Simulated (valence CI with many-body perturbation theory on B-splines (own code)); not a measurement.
## Ho⁶¹⁺: electric-dipole lines

Computed by valence CI with perturbative core correlation (CI+MBPT): four valence electrons over a frozen Dirac-Fock core [He], a basis of 11 s, 11 p, 10 d, 8 f, 5 g, 2 h functions for each j, with the one-electron correlation potential Σ1 (screened to all orders), the two-electron term Σ2, the three-electron term Σ3, Breit, model QED; selected single and double excitations, second order for the rest, scaled by the run's own slope (own B-spline code, finite nucleus).

No measured spectrum was set against this ion. As an estimate, large intervals hold to a few tenths of a per cent, small ones and those within an open d or f shell to about a per cent. Among the levels kept, up to 910 cm⁻¹ of a level comes from second order outside the variational space, and about a tenth of that is noise between levels of different J, which matters for small intervals.

Lines 51 to 100 of 539 in falling wavelength, among levels below 814.58 Ry, chosen from the strongest by gf and those to the six lowest levels. Wavelengths and rates use the calculated energies. Electric multipoles are in the length gauge, E1 and E2 with the static RPA response of the core. Weak lines are less certain than strong ones. Lines between different terms over intervals too small for the method are left out, as are lines whose strength nearly cancels. The highest levels of a list are the least certain.

Levels are named by their leading jj configuration (3d3/2^4 stands for four electrons in 3d with j = 3/2), which in mixed levels can hold well under half, so a name can repeat and another be missing. Letters in brackets count levels of one name in rising energy.

| λ vac (Å) | Upper | Lower | A (s⁻¹) | log gf | Branch % |
| --- | --- | --- | --- | --- | --- |
| 37.14 | (2p1/2 2p3/2^2 3p3/2) J=3 [b] | (2p1/2 2p3/2^2 3s) J=2 [b] | 1.77e+11 | -0.59 | 0.1 |
| 37.12 | (2s^2 2p3/2 3d3/2) J=2 | (2s^2 2p3/2 3p1/2) J=2 | 1.58e+11 | -0.79 | 0.0 |
| 37.10 | (2s 2p1/2^2 3p3/2) J=1 | (2s 2p1/2^2 3s) J=0 | 3.24e+11 | -0.70 | 0.1 |
| 36.97 | (2s 2p1/2^2 2p3/2) J=1 | (2s^2 2p1/2 2p3/2) J=1 | 9.54e+09 | -2.23 | 0.2 |
| 36.94 | (2p1/2^2 2p3/2 3d3/2) J=2 | (2p1/2^2 2p3/2 3p1/2) J=2 | 1.20e+11 | -0.91 | 0.1 |
| 36.88 | (2s^2 2p3/2 3d3/2) J=2 | (2s^2 2p3/2 3p1/2) J=1 | 1.66e+11 | -0.77 | 0.0 |
| 36.85 | (2p1/2 2p3/2^2 3p3/2) J=2 [a] | (2p1/2 2p3/2^2 3s) J=1 [a] | 1.92e+11 | -0.71 | 0.1 |
| 36.84 | (2s 2p1/2^2 3d3/2) J=1 | (2s 2p1/2^2 3p1/2) J=0 | 2.24e+11 | -0.86 | 0.1 |
| 36.84 | (2s 2p3/2^2 3d3/2) J=3 [a] | (2s 2p3/2^2 3p1/2) J=3 | 2.08e+11 | -0.53 | 0.0 |
| 36.84 | (2s 2p1/2 2p3/2 3d3/2) J=1 [b] | (2s 2p1/2 2p3/2 3p1/2) J=2 [b] | 3.54e+11 | -0.67 | 0.0 |
| 36.73 | (2p1/2^2 2p3/2 3d3/2) J=2 | (2p1/2^2 2p3/2 3p1/2) J=1 | 1.39e+11 | -0.85 | 0.1 |
| 36.63 | (2p1/2 2p3/2^2 3d3/2) J=2 [a] | (2p1/2 2p3/2^2 3p1/2) J=2 [a] | 1.48e+11 | -0.83 | 0.1 |
| 36.61 | (2s 2p3/2^2 3d3/2) J=2 [b] | (2s 2p3/2^2 3p1/2) J=2 [b] | 1.49e+11 | -0.83 | 0.0 |
| 36.57 | (2s 2p3/2^2 3d3/2) J=2 [a] | (2s 2p3/2^2 3p1/2) J=2 [a] | 2.90e+11 | -0.54 | 0.0 |
| 36.57 | (2s 2p3/2^2 3d3/2) J=4 | (2s 2p3/2^2 3p1/2) J=3 | 3.31e+11 | -0.22 | 0.0 |
| 36.56 | (2s 2p3/2^2 3p3/2) J=3 [b] | (2s 2p3/2^2 3s) J=2 [b] | 5.28e+11 | -0.13 | 0.2 |
| 36.53 | (2s 2p3/2^2 3d3/2) J=3 [a] | (2s 2p3/2^2 3p1/2) J=2 [a] | 1.43e+11 | -0.70 | 0.0 |
| 36.52 | (2s 2p3/2^2 3p3/2) J=1 [a] | (2s 2p3/2^2 3s) J=2 [a] | 5.25e+11 | -0.50 | 0.2 |
| 36.47 | (2s 2p1/2 2p3/2 3d3/2) J=2 [c] | (2s 2p1/2 2p3/2 3p1/2) J=1 [b] | 1.65e+11 | -0.78 | 0.1 |
| 36.42 | (2s^2 2p3/2 3p3/2) J=1 | (2s^2 2p3/2 3s) J=1 | 4.15e+11 | -0.61 | 2.5 |
| 36.39 | (2s 2p3/2^2 3d3/2) J=2 [b] | (2s 2p3/2^2 3p1/2) J=1 [a] | 1.67e+11 | -0.78 | 0.0 |
| 36.37 | (2s 2p1/2 2p3/2 3d3/2) J=3 [c] | (2s 2p1/2 2p3/2 3p1/2) J=2 [c] | 3.26e+11 | -0.34 | 0.8 |
| 36.37 | (2s 2p1/2 2p3/2 3d3/2) J=2 [a] | (2s 2p1/2 2p3/2 3p1/2) J=1 [a] | 1.48e+11 | -0.83 | 0.0 |
| 36.33 | (2s 2p1/2 2p3/2 3p3/2) J=1 [b] | (2s 2p1/2 2p3/2 3s) J=1 [a] | 2.60e+11 | -0.81 | 0.1 |
| 36.33 | (2s 2p3/2^2 3d3/2) J=1 [a] | (2s 2p3/2^2 3p1/2) J=2 [a] | 3.65e+11 | -0.66 | 0.0 |
| 36.32 | (2p1/2 2p3/2^2 3p3/2) J=3 [a] | (2p1/2 2p3/2^2 3s) J=2 [a] | 5.00e+11 | -0.16 | 0.2 |
| 36.30 | (2s^2 2p3/2 3d3/2) J=3 | (2s^2 2p3/2 3p1/2) J=2 | 3.41e+11 | -0.33 | 0.0 |
| 36.30 | (2s 2p1/2 2p3/2 3d3/2) J=3 [a] | (2s 2p1/2 2p3/2 3p1/2) J=2 [a] | 3.04e+11 | -0.38 | 0.1 |
| 36.29 | (2s 2p3/2^2 3d3/2) J=3 [b] | (2s 2p3/2^2 3p1/2) J=2 [b] | 2.91e+11 | -0.40 | 0.0 |
| 36.23 | (2p1/2 2p3/2^2 3d3/2) J=4 | (2p1/2 2p3/2^2 3p1/2) J=3 | 3.11e+11 | -0.26 | 2.8 |
| 36.22 | (2s 2p1/2 2p3/2 3d3/2) J=4 | (2s 2p1/2 2p3/2 3p1/2) J=3 | 3.12e+11 | -0.26 | 5.2 |
| 36.20 | (2s^2 2p1/2 3d3/2) J=2 | (2s^2 2p1/2 3p1/2) J=1 | 3.37e+11 | -0.48 | 0.2 |
| 36.19 | (2p1/2 2p3/2^2 3d3/2) J=2 [c] | (2p1/2 2p3/2^2 3p1/2) J=1 [b] | 2.65e+11 | -0.59 | 0.4 |
| 36.17 | (2p1/2^2 2p3/2 3d3/2) J=3 | (2p1/2^2 2p3/2 3p1/2) J=2 | 2.82e+11 | -0.41 | 1.0 |
| 36.15 | (2s 2p1/2 2p3/2 3p3/2) J=3 [c] | (2s 2p1/2 2p3/2 3s) J=2 [c] | 4.38e+11 | -0.22 | 0.3 |
| 36.15 | (2s 2p1/2^2 3d3/2) J=2 | (2s 2p1/2^2 3p1/2) J=1 | 3.23e+11 | -0.50 | 0.2 |
| 36.13 | (2s 2p1/2 2p3/2 3d3/2) J=1 [a] | (2s 2p1/2 2p3/2 3p1/2) J=1 [a] | 1.99e+11 | -0.93 | 0.0 |
| 36.09 | (2s 2p1/2 2p3/2 3p3/2) J=2 [b] | (2s 2p1/2 2p3/2 3s) J=2 [b] | 3.17e+11 | -0.51 | 0.2 |
| 36.01 | (2p1/2 2p3/2^2 3p3/2) J=2 [a] | (2p1/2 2p3/2^2 3s) J=2 [a] | 2.08e+11 | -0.69 | 0.1 |
| 36.00 | (2p1/2 2p3/2^2 3d3/2) J=3 [a] | (2p1/2 2p3/2^2 3p1/2) J=2 [a] | 2.84e+11 | -0.41 | 0.1 |
| 35.98 | (2p1/2 2p3/2^2 3d3/2) J=1 [a] | (2p1/2 2p3/2^2 3p1/2) J=1 [a] | 2.62e+11 | -0.82 | 0.2 |
| 35.97 | (2s 2p1/2 2p3/2 3p3/2) J=2 [c] | (2s 2p1/2 2p3/2 3s) J=1 [c] | 4.45e+11 | -0.36 | 0.2 |
| 35.84 | (2p1/2 2p3/2^2 3p3/2) J=3 [b] | (2p1/2 2p3/2^2 3s) J=3 | 1.93e+11 | -0.58 | 0.1 |
| 35.82 | (2p1/2 2p3/2^2 3d3/2) J=2 [a] | (2p1/2 2p3/2^2 3p1/2) J=1 [a] | 1.50e+11 | -0.84 | 0.1 |
| 35.80 | (2s 2p1/2 2p3/2 3p3/2) J=3 [a] | (2s 2p1/2 2p3/2 3s) J=2 [a] | 4.14e+11 | -0.25 | 0.1 |
| 35.80 | (2s 2p3/2^2 3p3/2) J=4 | (2s 2p3/2^2 3s) J=3 | 5.44e+11 | -0.03 | 19.3 |
| 35.74 | (2p1/2 2p3/2^2 3p3/2) J=4 | (2p1/2 2p3/2^2 3s) J=3 | 3.83e+11 | -0.18 | 0.1 |
| 35.70 | (2s^2 2p3/2 3p3/2) J=3 | (2s^2 2p3/2 3s) J=2 | 5.51e+11 | -0.13 | 7.1 |
| 35.69 | (2s^2 2p3/2 3d3/2) J=1 | (2s^2 2p3/2 3p1/2) J=1 | 2.95e+11 | -0.77 | 0.0 |
| 35.66 | (2s 2p3/2^2 3d3/2) J=1 [c] | (2s 2p3/2^2 3p1/2) J=1 [a] | 2.12e+11 | -0.92 | 0.0 |

How does gf follow from A for the line at 36.20 Å?

gf = 1.4992 × (2J+1)_upper × A / σ², with σ = 2762799 cm⁻¹ and 2J+1 = 5: gf = 0.331.
